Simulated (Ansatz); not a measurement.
# A barrier at the coupled-cluster level

Start structure (GaN2H4Cl, closed shell), relaxed at PBE0-D4/def2-TZVP:

```json
{"atom": "Ga1", "x (Å)": "-0.0954", "y (Å)": "0.2985", "z (Å)": "0.3377"}
{"atom": "N2", "x (Å)": "1.4586", "y (Å)": "0.5331", "z (Å)": "-0.5550"}
{"atom": "N3", "x (Å)": "-1.3083", "y (Å)": "-1.0040", "z (Å)": "0.0226"}
{"atom": "H4", "x (Å)": "-1.0778", "y (Å)": "-1.8279", "z (Å)": "-0.5068"}
{"atom": "Cl5", "x (Å)": "-0.5393", "y (Å)": "1.6889", "z (Å)": "1.9092"}
{"atom": "H6", "x (Å)": "1.6298", "y (Å)": "0.1003", "z (Å)": "-1.4468"}
{"atom": "H7", "x (Å)": "1.9654", "y (Å)": "1.3968", "z (Å)": "-0.4574"}
{"atom": "H8", "x (Å)": "-2.0329", "y (Å)": "-1.1858", "z (Å)": "0.6965"}
```

The step: GaN₂H₄Cl ([NH2][Ga]([NH2])[Cl]) → GaNHCl ([NH][Ga][Cl]) + NH₃ (still joined by a long Ga–N bond); bonds formed: N2–H4; bonds broken: N3–H4; bonds weakened to dative contacts: Ga1–N2. Computed with Ansatz 0.2.0 (basis: def2-TZVPP and def2-QZVPP); correlated methods freeze the cores. Filled d shells of the heavier atoms are correlated. The def2 sets are not built for correlating such inner shells, so the correlated values are less sure here. Extrapolation: Hartree–Fock as exp(−7.88 √X), correlation as X^−2.97. Energies below are by CCSD(T) at an estimated basis limit (MP2 extrapolated from triple and quadruple zeta, plus CCSD(T) − MP2 in triple zeta).

Question: What are the electronic barrier and the energy of the step, from the start structure to the end structure? (An estimate is asked for; the value comes from the calculation.)

Answer: By the calculation: Barrier 55.33 kcal/mol; step energy 42.17 kcal/mol (uphill); reverse barrier, their difference, 13.16 kcal/mol. Barrier and step energy count from the start structure, the reverse barrier from the end structure.

The saddle point: One imaginary mode of 1445i cm⁻¹.
| pair | start (Å) | saddle (Å) | end (Å) |
| --- | --- | --- | --- |
| N2–H4 | 3.47 | 1.26 | 1.02 |
| Ga1–N2 | 1.81 | 2.00 | 2.10 |
| N3–H4 | 1.01 | 1.38 | 2.50 |

Zero-point energy (harmonic, PBE0-D4): ZPE is 32.64 kcal/mol at the start and 30.73 kcal/mol at the saddle, so the barrier goes from 55.33 to 53.42 kcal/mol.

First-order rate constant out of the start structure at 298 K by transition-state theory, with harmonic vibrational free energies alone and no tunnelling: ΔA‡ = 54.05 kcal/mol, so k = (kB T/h) exp(−ΔA‡/kB T) ≈ 10^-27 s⁻¹ (an order of magnitude at best: rotation, the number of equivalent paths and anharmonicity are left out).

The T1 diagnostic stays at or below 0.018.

Labels in which every atom is bracketed show which atoms are joined, not bond orders.

For scale, one of the runs: CCSD(T)/def2-TZVPP, 208 basis functions, launched by `ansatz run in.yaml --threads 4 --pin off --events-out ev --progress --plain --max-ram 9574MiB`. Hardware: 4 CPU threads of an Arm Neoverse V1, shared host. Wall time 89 s; peak host memory 2.8 GiB.
